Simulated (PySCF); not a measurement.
## Electron correlation in Zn (zinc, neutral)

[Ar] 3d10 4s1 4p1, high-spin 3P determinant (an excited configuration). All numbers are calculated (PySCF 2.14, a scalar-relativistic core potential, in aug-cc-pwCVDZ-PP with ECP10MDF). Frozen: 3s2 3p6; 12 electrons correlated.

| level | correlation energy (mhartree) |
| --- | --- |
| CCSD | -436.33 |
| (T) | -13.04 |
| CCSD(T) | -449.37 |

Diagnostics: T1 = 0.013, D1 = 0.0408, largest double amplitude 0.027.

Cost of the coupled-cluster step: roughly 20 core-seconds, for 12 correlated electrons.
